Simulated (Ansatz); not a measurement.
Reaction (formal exchange of groups at a Te–Si bond): `[SiH3][SiH2][TeH]` + `NBO` → `NB(O)[TeH]` + `[SiH3][SiH3]`

Isolated molecules relaxed with PBE0-D4/def2-TZVP in Ansatz; ΔE leaves out vibrations. CBS: MP2 limit from def2 TZ/QZ plus the TZ coupled-cluster correction, frozen cores. This one scheme is used for every species. Functionals use def2-TZVPP. B3LYP here is the variant with VWN-RPA as its local correlation; programs differ in this. HSE06 is defined as in plane-wave codes. def2 core potentials past Kr. For Te outer-core shells are correlated without core-valence functions, which leaves a few kJ/mol of doubt a bond. Each species was taken in one conformer, which may not be the lowest.

| level | ΔE (kJ/mol) | difference from CCSD(T)/CBS |
| --- | --- | --- |
| LDA (SPW92) | 29.1 | -3.9 |
| PBE-D4 | 33.7 | 0.7 |
| revPBE-D4 | 30.7 | -2.3 |
| BLYP-D4 | 31.7 | -1.3 |
| r2SCAN-D4 | 32.3 | -0.7 |
| B97M-V | 28.8 | -4.2 |
| PBE0-D4 | 34.7 | 1.7 |
| B3LYP-D4 | 33.3 | 0.3 |
| r2SCANh-D4 | 33.0 | 0.0 |
| r2SCAN0-D4 | 33.8 | 0.8 |
| HSE06-D4 | 35.0 | 2.0 |
| BHLYP-D4 | 36.0 | 3.0 |
| CAM-B3LYP-D4 | 31.2 | -1.8 |
| ωB97X-V | 31.0 | -2.0 |
| ωB97M-V | 32.0 | -1.0 |
| B2PLYP | 31.9 | -1.1 |
| PBE-QIDH | 33.2 | 0.2 |
| PBE | 33.2 | 0.2 |
| BLYP | 31.7 | -1.3 |
| r2SCAN | 32.2 | -0.8 |
| PBE0 | 34.0 | 1.0 |
| B3LYP | 32.4 | -0.6 |
| r2SCAN0 | 33.6 | 0.6 |
| HSE06 | 34.2 | 1.2 |
| BHLYP | 32.8 | -0.2 |
| LC-ωPBE | 31.8 | -1.2 |
| RPA@PBE/def2-TZVPP | 26.0 | -7.0 |
| HF/def2-SVP | 27.8 | -5.2 |
| MP2/def2-SVP | 26.5 | -6.5 |
| CCSD/def2-SVP | 25.4 | -7.6 |
| CCSD(T)/def2-SVP | 24.6 | -8.4 |
| MP2/def2-TZVPP | 31.1 | -1.9 |
| SCS-MP2/def2-TZVPP | 30.3 | -2.7 |
| CCSD(T)/def2-TZVPP | 28.4 | -4.6 |
| HF/def2-QZVPP | 32.8 | -0.2 |
| MP2/def2-QZVPP | 33.8 | 0.8 |
| SCS-MP2/def2-QZVPP | 33.0 | 0.0 |
| HF/CBS(def2) | 32.9 | -0.1 |
| MP2/CBS(def2) | 35.6 | 2.6 |
| CCSD/CBS(def2) | 33.3 | 0.3 |
| CCSD(T)/CBS | 33.0 | 0 |

Largest T1 diagnostic among the species: 0.013.

Leaving LDA and LC-ωPBE aside and taking each functional with its dispersion term where it has one, the values spread over 7.2 kJ/mol, from B97M-V to BHLYP-D4. LDA lies −4.1 kJ/mol from PBE without D4. At CCSD(T), def2-SVP lies −8.4 kJ/mol from the extrapolated value and def2-TZVPP −4.6 kJ/mol.
